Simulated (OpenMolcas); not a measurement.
An OpenMolcas run meant for Pd⁷⁺ (ANO-RCC-VTZP, X2C; inactive shells 1s 2s 2p 3s 3p 3d 4s 4p; intended active space 3 electrons in 10 orbitals (4d 5d)). One step of its input:

```
&CASPT2
Multistate=10 1 2 3 4 5 6 7 8 9 10
Frozen=8 6
IPEA=0.25
Shift=1.5
MaxIter=60
WThr=0.0 0.3 0.05
PrWF=0.5
NoMix
```

The run finished. Its levels beside those of a sound run (SS-CASPT2, IPEA 0.25 Eh, imaginary shift 0.1 Eh (closed shells correlated: 4s 4p)), in cm-1 above each run's lowest level:

| Level | This run | Usual run |
| --- | --- | --- |
| 4d3 4F 3/2 | 0.0 | 0.0 |
| 4d3 4F 5/2 | 2482 | 2488 |
| 4d3 4F 7/2 | 5317 | 5323 |
| 4d3 4F 9/2 | 8209 | 8209 |
| 4d3 4P 3/2 [72 %] | 16430 | 16248 |
| 4d3 4P 1/2 | 16916 | 16748 |
| 4d3 2G 7/2 | 20380 | 20228 |
| 4d3 4P 5/2 | 20637 | 20476 |
| 4d3 2G 9/2 [59 %] | 21641 | 21508 |
| 4d3 2D 3/2(1) [52 %] | 24791 | 24572 |
| 4d3 2P 1/2 | 26164 | 25924 |
| 4d3 2H 11/2 | 29089 | 28968 |
| 4d3 2H 9/2 [64 %] | 29291 | 29160 |
| 4d3 2D 5/2(1) | 30492 | 30256 |

Which setting is unsound, and how much does it matter here?

The level shift is far above the usual 0.1 to 0.3 hartree and damps the second-order energy. Against the sound run the excited levels shown move by 130 cm-1 on average and by 240 cm-1 at most.

CASPT2 breaks the degeneracy within a term, and the mean is taken; among the terms shown or strongly mixed into the levels shown the widest spread is 630 cm-1 (4d3 4F, the sound run). Active for correlation alone: 5d; no level in the range computed is led by a configuration that fills it, so any true level of that kind is missing. Only configurations of the active space appear.

A share in square brackets marks a mixed level and gives the weight of the term that names it, the lowest over the columns. A number in round brackets counts repeated terms of one configuration in the order of the reference energies.
